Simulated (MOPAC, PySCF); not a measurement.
Ligands exchanged one at a time, B SH-H. All species are isolated molecules in the gas phase. One relaxed conformer stands for each flexible species; it need not be the lowest. Strings in code marks are SMILES.

Quantity: vertical ionisation energy (energy after one electron is removed minus that of the parent at the parent's geometry), in eV.

Level 1: TPSSh-D3(BJ)/def2-TZVP // CAM-B3LYP-D3(BJ)/def2-TZVP (PySCF)
Level 2: minus the HOMO energy of AM1 // CAM-B3LYP-D3(BJ)/def2-TZVP (MOPAC)
Level 3: minus the HOMO energy of PM7 // CAM-B3LYP-D3(BJ)/def2-TZVP (MOPAC)
Level 4: minus the HOMO energy of SVWN5/6-31G* // CAM-B3LYP-D3(BJ)/def2-TZVP (PySCF)

```tsv
species	level 2	level 3	level 4
`BS` (H–B–S–H torsion 0°)	10.40	9.89	7.34
`SB(S)S`	9.49	9.27	6.35
`B`	11.87	12.02	8.28
```

Task: What does level 1 give for each, and how far do the other levels lie from it on average?

Result: 
- `BS` (H–B–S–H torsion 0°): 10.95
- `SB(S)S`: 9.39
- `B`: 13.02
Mean absolute difference from level 1, which has limits of its own, over these rows (drawn at random from the members that have all these levels): level 2 0.60 eV, level 3 0.73 eV, level 4 3.80 eV.
